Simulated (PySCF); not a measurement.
Compound: C₅H₁₂AlNO.
Atom-mapped SMILES: `[CH2:1]=[N:2][C@@H:3]1[CH2:4][CH2:5][CH2:6][O+:7]1[AlH3-:8]`

NICS is the negative of the GIAO shielding at a point without a nucleus: at the ring centre (0) and 1 Å above and below it (1); zz is the component along the ring normal. Level: GIAO PBE0/pcSseg-1 (PySCF, non-relativistic, gas phase) on the PBE0-D3(BJ)/def2-SVP geometry, one conformer.

Ring bond lengths (Å), with Mayer bond orders in brackets: C3–C4 1.532 (1.01), C4–C5 1.539 (1.04), C5–C6 1.529 (1.04), C6–O7 1.433 (0.83), O7–C3 1.435 (0.79).

Task: What do the NICS probes read (ppm)?

Result: 
| ring | type | NICS(0) | NICS(1), two faces | NICS(1)zz, two faces | rms pucker (Å) | centre to ring atoms, mean (Å) |
| --- | --- | --- | --- | --- | --- | --- |
| C3–C4–C5–C6–O7 | 5-membered ring with O; formal bonds all single | -7.3 | -3.1 / -3.4 | -5.8 / -5.8 | 0.17 | 1.25 |

Task: What can be read from them?

Result: 
- C3–C4–C5–C6–O7: mean NICS(1)zz -5.8 ppm, shielded. C3, C4, C5, C6 have four or more neighbours, so the value isn't read as a sign of a π ring current.

Task: What field does 7.05 T along the ring normal induce along that normal at the second NICS(1) probe listed for ring C3–C4–C5–C6–O7, 1 Å off the ring?

Result: NICSzz × B0 = -5.8 ppm × 7.05 T = -41 μT, against the applied field.

Task: Give the inner angles of the rings and the Hirshfeld charges of the ring atoms.

Result: 
- C3–C4–C5–C6–O7: C3 103.9° (+0.097 e), C4 104.4° (-0.070 e), C5 104.1° (-0.064 e), C6 104.8° (+0.025 e), O7 106.2° (-0.056 e); sum 523.4° against 540° for a flat convex ring.

Task: How do the values depend on the level or the medium?

Result: 
```
                         level  NICS(0), C3–C4–C5–C6–O7  mean NICS(1)zz, C3–C4–C5–C6–O7
            PBE0/pcSseg-1, gas                     -7.3                            -5.8
            WP04/pcSseg-1, gas                     -6.8                            -5.0
PBE0/pcSseg-1, IEF-PCM benzene                     -7.3                            -5.8
  PBE0/pcSseg-1, IEF-PCM water                     -7.4                            -5.7
```

The geometry is the same throughout; the continuum's cavity takes Bondi-type radii × 1.2.
